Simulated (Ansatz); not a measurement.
`B[SiH2]C=O` + `N[SiH3]` → `B[SiH2]N[SiH3]` + `C=O` at 600 K and 1 bar (ligand exchange at the Si–C bond).

Gas-phase electronic energies from Ansatz, PBE0-D4/def2-TZVP geometries. CCSD(T)/CBS is the MP2 limit (def2-TZVPP, def2-QZVPP) plus CCSD(T) − MP2 in def2-TZVPP, frozen cores. This one scheme is used for every species. Each species was taken in one conformer, which may not be the lowest.

```csv
species,CCSD(T)/CBS energy (Eh),H − E (kJ/mol),S (J/(mol·K))
`B[SiH2]C=O`,-430.02973,199.0,414.1
`N[SiH3]`,-346.80422,170.6,320.8
`B[SiH2]N[SiH3]`,-662.46710,276.0,475.6
`C=O`,-114.39408,92.5,246.7
```

H − E and S are ideal-gas, rigid-rotor, harmonic terms from PBE0-D4/def2-TZVP, for one conformer and one mirror image of each species. 1 Eh = 2625.50 kJ/mol, R = 8.31446 J/(mol·K).

Question: By hand: ΔE, ΔH, ΔS and ΔG.

Answer: ΔE = (-662.46710) + (-114.39408) − (-430.02973) − (-346.80422) = -0.02723 Eh = -71.5 kJ/mol. Δ(H − E) = 276.0 + 92.5 − 199.0 − 170.6 = -1.1, so ΔH = -72.6 kJ/mol. ΔS = 475.6 + 246.7 − 414.1 − 320.8 = -12.6 J/(mol·K). ΔG = -72.6 − 600 × (-12.6)/1000 = -65.0 kJ/mol.

Question: By hand: the equilibrium constant, and the temperature at which ΔG would vanish if ΔH and ΔS stayed fixed.

Answer: log₁₀ K = −ΔG/(RT ln 10) = 5.7. ΔG = 0 at ΔH/ΔS = 5762 K, far beyond where these terms or the molecules hold.

The number of gas molecules stays the same, so ΔS is small and ΔH decides. A doubt of 5 kJ/mol in ΔE shifts log₁₀ K by 0.4 here. Other conformers and mirror images would add mixing entropy, several J/(mol·K) or more a flexible species. Modes under 60 cm⁻¹, often nearly free rotors, make the harmonic entropy too high. These are equilibria of isolated gas molecules and say nothing of rates. Largest T1 diagnostic: 0.016 (customary marks: 0.02 for closed shells, 0.045 for open ones).
